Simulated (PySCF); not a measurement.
## SeH from Hartree–Fock to correlated methods

State: ²Π (doublet), unpaired electrons π ↑. Set-up: basis H aug-pcseg-1, Se aug-pcseg-1; no relativity; PySCF 2.14. De refers to H + Se in their high-spin ground configurations, without counterpoise correction. The functionals are run spin-unrestricted. A positive dipole means H(−)Se(+).

| Level | Re (Å) | ωe (cm⁻¹) | De (eV) | μ (D) |
| --- | --- | --- | --- | --- |
| UHF | 1.460 | 2561 | 2.25 | -0.69 |
| UHF-MP2 | 1.467 | 2477 | 3.02 | n/a |
| UHF-SCS-MP2 | 1.470 | 2462 | 3.07 | n/a |
| UHF-CCSD | 1.475 | 2410 | 3.10 | n/a |
| UHF-CCSD(T) | 1.476 | 2394 | 3.13 | n/a |
| PBE | 1.491 | 2344 | 3.38 | -0.53 |
| PBEsol | 1.490 | 2353 | 3.57 | -0.58 |
| BLYP | 1.496 | 2302 | 3.38 | -0.48 |
| r²SCAN | 1.476 | 2425 | 3.41 | -0.61 |
| M06-L | 1.476 | 2437 | 3.43 | -0.62 |
| PBE0 | 1.476 | 2438 | 3.33 | -0.60 |

(1) Which functional lies closest to UHF-CCSD(T) in De, which farthest, and by how much do they differ from it?

(2) What does a quarter of exact exchange do here, going from PBE to PBE0?

(3) What does the step from GGA to meta-GGA do here, going from PBE to r²SCAN?

Correlated steps freeze 9 core orbitals. Correlated levels converge slowly with the basis: in double zeta they bind strong bonds too weakly, by up to about 1 eV, and carry superposition errors of some tenths. Spin–orbit coupling is left out. The state was picked by a PBE0 search and need not be the measured ground state.

The whole job (state search and all levels along the bond) took about 1.2 min on 1 thread of Intel Xeon Platinum 8375C @ 2.90GHz (shared host), peak memory 0.47 GiB.

## Answers

(1) Closest is PBE0 (+0.0 pm in Re, +1.8 % in ωe, +0.20 eV in De against UHF-CCSD(T) in the same basis), farthest PBEsol (+1.4 pm in Re, -1.7 % in ωe, +0.44 eV in De). CCSD(T) converges more slowly with the basis than the functionals do and binds too weakly in this one, so the order can change at the basis-set limit.

(2) PBE0 less PBE: -1.5 pm in Re, +4.0 % in ωe, -0.05 eV in De. Exact exchange removes part of the self-interaction that spreads semilocal densities, and in most molecules shortens and stiffens the bond and lowers De; so it does here.

(3) r²SCAN less PBE: -1.5 pm in Re, +3.5 % in ωe, +0.03 eV in De.
